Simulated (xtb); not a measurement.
Sc(OH) (HOSc), SMILES [OH][Sc]. All values are semi-empirical tight-binding results from xtb (GFN2-xTB unless named), good for trends rather than for accurate numbers. Geometry: GFN2-xTB. The spin state was assumed, not searched.

Optimised geometry:

Bonded distances (Å): Sc1–O2 1.977, O2–H3 0.959. Bond angles (°): Sc1–O2–H3 180.0.

For metal compounds this method's bond lengths and energies can be far off.

Computed properties:
```json
{
 "point_group_as_xtb_finds_it": "C∞v",
 "orbital_gap": "3.78 eV",
 "zero_point_energy": "7.5 kcal/mol",
 "G − E(el) at 298.15 K (modified RRHO)": "-6.4 kcal/mol"
}
```

Computed atomic charges and the Wiberg bond orders between heavy atoms:
charges (e) Sc1 0.45, O2 -0.67, H3 0.21. Bond orders Sc1–O2 0.99.
